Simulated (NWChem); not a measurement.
# CaF cation; SMILES [F][Ca+]

```xyz
2

Ca     0.0000     0.0000    -0.6158
F      0.0000     0.0000     1.3651
```
Atoms are numbered in this order, from 1.

All runs use the structure optimised with B3LYP/6-31G* (spherical d).

List the 6 lowest vertical singlet excitations and the 6 lowest triplet ones from B3LYP/def2-SVP, full TDDFT (NWChem).


```csv
state,energy (eV),oscillator strength,leading excitation (squared amplitude)
S1,5.26,0.009,HOMO → LUMO (0.99)
S2,5.26,0.009,HOMO−1 → LUMO (0.99)
S3,5.54,0.005,HOMO−2 → LUMO (0.99)
S4,6.34,0.000,HOMO → LUMO+1 (0.50)
S5,6.34,0.000,HOMO−1 → LUMO+1 (0.50)
S6,6.40,0.006,HOMO−1 → LUMO+2 (0.49)
T1,5.23,spin-forbidden,HOMO → LUMO (0.99)
T2,5.23,spin-forbidden,HOMO−1 → LUMO (0.99)
T3,5.48,spin-forbidden,HOMO−2 → LUMO (0.99)
T4,6.32,spin-forbidden,HOMO → LUMO+1 (0.50)
T5,6.32,spin-forbidden,HOMO−1 → LUMO+1 (0.50)
T6,6.34,spin-forbidden,HOMO → LUMO+2 (0.49)
```
